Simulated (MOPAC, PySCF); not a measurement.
Ligands exchanged one at a time, Ga Cl-OH. All species are isolated molecules in the gas phase. One relaxed conformer stands for each flexible species; it need not be the lowest. Strings in code marks are SMILES.

Quantity: vertical ionisation energy (energy after one electron is removed minus that of the parent at the parent's geometry), in eV.

Level 1: B3LYP/6-31G* // r2SCAN-D4/def2-TZVP (PySCF)
Level 2: minus the HOMO energy of AM1 // r2SCAN-D4/def2-TZVP (MOPAC)
Level 3: minus the HOMO energy of HF/STO-3G // r2SCAN-D4/def2-TZVP (PySCF)
Level 4: minus the HOMO energy of PBE-D3(BJ)/def2-TZVP // r2SCAN-D4/def2-TZVP (PySCF)

```
species                                                              level 2  level 3  level 4
-------------------------------------------------------------------  -------  -------  -------
`[OH][Ga]([Cl])[Cl]` (H–O–Ga–Cl torsion 180°)                          12.34     9.54     7.89
`[OH][Ga]([OH])[OH]`                                                   11.91     7.95     7.21
`[OH][Ga]([OH])[Cl]` (H–O–Ga–Cl torsion 0°, Cl–Ga–O–H torsion 180°)    12.13     8.70     7.51
```

Task: What does level 1 give for each, and how far do the other levels lie from it on average?

Result: 
- `[OH][Ga]([Cl])[Cl]` (H–O–Ga–Cl torsion 180°): 11.40
- `[OH][Ga]([OH])[OH]`: 10.97
- `[OH][Ga]([OH])[Cl]` (H–O–Ga–Cl torsion 0°, Cl–Ga–O–H torsion 180°): 11.19
Mean absolute difference from level 1, which has limits of its own, over these rows (drawn at random from the members that have all these levels): level 2 0.94 eV, level 3 2.46 eV, level 4 3.65 eV.
